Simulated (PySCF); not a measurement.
Zero-point energy (kcal/mol) of eight molecules of H, C, N, O, S and their like: PBE-D3(BJ) beside B3LYP-D3(BJ), computed with PySCF for isolated molecules in the bases named; differences from unrounded values. The eight are the first of their class met in an unordered collection, after screening for sound electronic states; none was chosen by its value. Each level has its own optimised geometry.

```csv
molecule,basis,B3LYP-D3(BJ),PBE-D3(BJ),difference
"phosphoric acid (H3O4P), SMILES OP(O)(O)=O",def2-SVP,30.34,29.40,-0.95
"ethylamine (C2H7N), SMILES C(C)N",def2-TZVP,57.99,56.47,-1.52
"penta-1,4-dien-3-amine (C5H9N), SMILES C(C(N)C=C)=C",def2-SVP,81.55,79.31,-2.24
"(2R)-but-3-ene-1,2-diamine (C₄H₁₀N₂), SMILES C=C[C@@H](N)CN",def2-SVP,89.88,87.44,-2.44
"C₅H₉N, SMILES C=C1CN(C)C1",def2-SVP,81.87,79.59,-2.28
"C6H6O, SMILES C#C[C@@H]1CC=CO1",def2-SVP,63.81,61.90,-1.91
"(1-methylcyclopropyl)methanol (C5H10O), SMILES CC1(CO)CC1",def2-SVP,88.93,86.54,-2.39
"3,6-dihydro-2H-pyran (C5H8O), SMILES C1=CCOCC1",def2-SVP,76.40,74.22,-2.18
```

PBE-D3(BJ) lies below B3LYP-D3(BJ) in 8 and above it in 0 of the eight; the mean signed difference is -1.99 and the largest -2.44 kcal/mol.
